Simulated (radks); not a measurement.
The numbers below are computed, except where a source is named.
Spherical quantum dot in the effective-mass picture: electrons in a hard-walled sphere of radius 1.98, all in effective atomic units (hartree* = m*/eps^2 hartree, bohr* = eps/m* bohr), one dielectric constant everywhere. Level of theory: non-relativistic Kohn-Sham, PBEsol, spin-polarised, spherical densities (a radial shooting solver with Libxc functionals). Levels are named by radial order and angular momentum (1s, 1p, 1d, 2s, ...), and open shells are averaged over m. Results are scaled to m* = 0.135 and eps = 12.3, for which hartree* = 24.28 meV and bohr* = 4.821 nm. Each electron was tried in the lowest free levels, single moves between levels near the top were tried too, and the lowest total energy was kept; such a search can miss a lower state. At N = 1 the Hartree and exchange-correlation terms need not cancel, so that row can carry a self-interaction error.

N,open shells,2S,E (meV),addition energy mu(N+1) - mu(N) (meV),e(HOMO) (meV)
1,"1s(up 1, down 0)",1,30.9969,20.37,38.716
2,none,0,82.3650,44.93,59.120
3,"1p(up 1, down 0)",1,178.665,15.60,103.97
4,"1p(up 2, down 0)",2,290.569,16.08,119.90
5,"1p(up 3, down 0)",3,418.556,21.05,136.10
6,"1p(up 3, down 1)",2,567.596,15.26,156.56
7,"1p(up 3, down 2)",1,731.901,15.71,172.12
8,none,0,911.919,50.99,187.94
9,"1d(up 1, down 0)",1,1142.93,15.15,238.56
10,"1d(up 2, down 0)",2,1389.09,15.26,253.78
11,"1d(up 3, down 0)",3,1650.52,15.32,269.08
12,"1d(up 4, down 0)",4,1927.27,15.36,284.42
13,"1d(up 5, down 0)",5,2219.37,19.85,299.79
14,"1d(up 5, down 1)",4,2531.33,14.93,319.40
15,"1d(up 5, down 2)",3,2858.22,15.04,334.40
16,"1d(up 5, down 3)",2,3200.15,15.11,349.47
17,"1d(up 5, down 4)",1,3557.19,15.15,364.61
18,none,0,3929.37,57.14,379.77
19,"1f(up 1, down 0)",1,4358.70,14.77,436.71
20,"1f(up 2, down 0)",2,4802.80,14.80,451.49
21,"1f(up 3, down 0)",3,5261.70,14.82,466.31
22,"1f(up 4, down 0)",4,5735.42,14.84,481.14
23,"1f(up 5, down 0)",5,6223.97,14.85,495.98
24,"1f(up 6, down 0)",6,6727.38,-,510.83

All shells are closed at N = 2, 8, 18 (there: 1s2 1p6 1d10); the second difference of the energy has clear peaks (12 % above both neighbours; the first and last values, which can be the largest, are not judged, and half-filled shells can peak too) at N = 2, 5, 8, 13, 18.
